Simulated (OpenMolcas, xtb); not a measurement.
GeSiH4F (SMILES F[SiH][GeH3]): methods side by side

GeSiH4F: 7 atoms, total charge 0, spin state doublet. As SMILES, `F[SiH][GeH3]`. Geometry: relaxed at PBE0-D4/def2-TZVP.

Quantity: the electronic atomisation energy, in eV. The values are calculated. Electronic energies at fixed atoms, without zero-point motion or spin-orbit coupling.

```json
{"level": "GFN2-xTB", "kind": "semi-empirical", "program": "xtb", "value (eV)": "23.36", "CPU time (all runs)": "under 2 s"}
{"level": "GFN0-xTB", "kind": "semi-empirical", "program": "xtb", "value (eV)": "26.32", "CPU time (all runs)": "under 2 s"}
{"level": "UHF/def2-SVPD", "kind": "Hartree–Fock", "program": "OpenMolcas", "value (eV)": "15.02", "CPU time (all runs)": "37 s"}
{"level": "USVWN5/def2-SVPD", "kind": "LDA", "program": "OpenMolcas", "value (eV)": "22.88", "CPU time (all runs)": "70 s"}
{"level": "UBLYP/def2-SVPD", "kind": "GGA", "program": "OpenMolcas", "value (eV)": "19.70", "CPU time (all runs)": "1.8 min"}
{"level": "UM06-L/def2-SVPD", "kind": "meta-GGA", "program": "OpenMolcas", "value (eV)": "20.30", "CPU time (all runs)": "2.4 min"}
{"level": "UPBE0/def2-SVPD", "kind": "global hybrid", "program": "OpenMolcas", "value (eV)": "19.84", "CPU time (all runs)": "99 s"}
```

All-electron rows without a relativistic Hamiltonian named are non-relativistic. The values span 15.02 to 26.32 eV. The xTB rows lack spin polarisation, so open shells miss the exchange term that lowers them. CPU times are rough (shared hosts, several kinds of processor): they show what a rung costs within a factor of a few.
